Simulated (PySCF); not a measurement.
These 2 structures share the formula [C9H11]+ (charge +1). Level of theory: PBE0-D3(BJ)/def2-SVP geometry optimisation, gas phase (PySCF 2.14.0). Energies are electronic, without zero-point or thermal terms, for one conformer each. No frequencies were run at this level. Point groups hold within 0.08 Å.

**Question.** Order them by energy at this level, lowest first, and give relative energies in kcal/mol.
A. `C[C+](C)C1=CC=CC=C1`
B. `[CH3:1][CH+:2][c:3]1[cH:4][cH:5][cH:6][c:7]([CH3:8])[cH:9]1` (charge +1) with C1–C2–C3–C4 0°

**Answer.** A (0.0), B (3.3).

Neighbours under 5.0 kcal/mol apart (C[C+](C)c1ccccc1 and C[CH+]c1cccc(C)c1) can change places with a better method, another conformer or zero-point energy.

```json
{"SMILES": "C[C+](C)c1ccccc1", "E (Eh)": "-348.65710", "E rel (kcal/mol)": "0.0", "dipole about centre of mass (D)": "2.18", "point group": "C2", "A, B, C (MHz)": "3447, 1199, 899.5"}
{"SMILES": "C[CH+]c1cccc(C)c1", "E (Eh)": "-348.65181", "E rel (kcal/mol)": "3.3", "dipole about centre of mass (D)": "2.84", "point group": "near Cs", "A, B, C (MHz)": "3471, 1086, 836.0"}
```

**Question.** How do the relative energies change in single points at PBE0/pcSseg-1 (no added dispersion term) on the same geometries?

**Answer.** 
```tsv
SMILES	PBE0-D3(BJ)/def2-SVP (kcal/mol)	PBE0/pcSseg-1 (kcal/mol)	shift
C[C+](C)c1ccccc1	0.0	0.0	0.0
C[CH+]c1cccc(C)c1	3.3	2.7	-0.6
```

Each column counts from its own lowest isomer. The order is unchanged; the largest shift is 0.6 kcal/mol.

**Question.** As an exercise, what shares would exp(−E/RT) give at 2000 K from these electronic energies alone (no entropy, no degeneracies)?

**Answer.** RT = 3.974 kcal/mol: C[C+](C)c1ccccc1 69.7 %, C[CH+]c1cccc(C)c1 30.3 %.
